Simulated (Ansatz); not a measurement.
The same ligand exchange along the group B, Al, Ga, In.

Isolated molecules relaxed with PBE0-D4/def2-TZVP in Ansatz; ΔE leaves out vibrations. CCSD(T)/CBS is the MP2 limit (def2-TZVPP, def2-QZVPP) plus CCSD(T) − MP2 in def2-TZVPP, frozen cores. This one scheme is used for every species. DFT in def2-TZVPP. Elements past krypton have def2 core potentials. For Ga, In outer-core shells are correlated without core-valence functions, which leaves a few kJ/mol of doubt a bond. Scalar relativity is left out up to krypton. One conformer a species, not always the lowest.

| reaction | B97M-V (kJ/mol) | CCSD(T)/CBS(def2) (kJ/mol) |
| --- | --- | --- |
| `FB(F)O[SiH3]` + HCl → `FB(F)Cl` + `O[SiH3]` | 53 | 58 |
| `[F][Al]([F])[O][SiH3]` + HCl → `[F][Al]([F])[Cl]` + `O[SiH3]` | -2 | 2 |
| `[F][Ga]([F])[O][SiH3]` + HCl → `[F][Ga]([F])[Cl]` + `O[SiH3]` | -48 | -40 |
| `[F][In]([F])[O][SiH3]` + HCl → `[F][In]([F])[Cl]` + `O[SiH3]` | -77 | -68 |

Largest T1 diagnostic: 0.017, for `[F][In]([F])[O][SiH3]`.
